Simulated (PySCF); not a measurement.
# Worked example: dipole moment from atomic charges

C₄H₂Br₂, SMILES C#C/C(Br)=C\Br. Atoms are numbered in the order given.

```xyz
8

C      2.7960    -0.1592     0.0000
C      1.5897    -0.2877     0.0000
C      0.1871    -0.4629     0.0000
Br    -0.4183    -2.2619     0.0000
C     -0.7370     0.5134     0.0000
Br    -0.2981     2.3225     0.0000
H      3.8637    -0.0373     0.0000
H     -1.8062     0.2975     0.0000
```
Charge 0, spin multiplicity 1.

Geometry optimised at PBE0-D3(BJ)/def2-SVP. The structure was generated by enumeration; whether it is a known compound was not checked.

Charges (e) from ωB97X/def2-TZVP (PySCF):

| atom | Mulliken | IAO |
|---|---|---|
| C1 | 0.025 | -0.185 |
| C2 | -0.053 | -0.035 |
| C3 | -0.247 | -0.073 |
| Br4 | 0.012 | 0.042 |
| C5 | -0.182 | -0.211 |
| Br6 | 0.041 | 0.068 |
| H7 | 0.226 | 0.211 |
| H8 | 0.178 | 0.185 |

The dipole moment of the full density is 0.43 D.

Task: What dipole moment does each set of point charges give, and which comes closer to that of the density?

Result: 
μ = Σ q r, and 1 e Å = 4.8032 D.
Mulliken: Σ q r = (0.608, 0.145, 0.000) e Å, |μ| = 3.00 D.
IAO: Σ q r = (0.012, 0.075, 0.000) e Å, |μ| = 0.37 D.
IAO comes closer in size. Point charges leave out the atoms' own dipoles (lone pairs, polarised bonds); fits to the potential absorb them, partitions of the density don't.
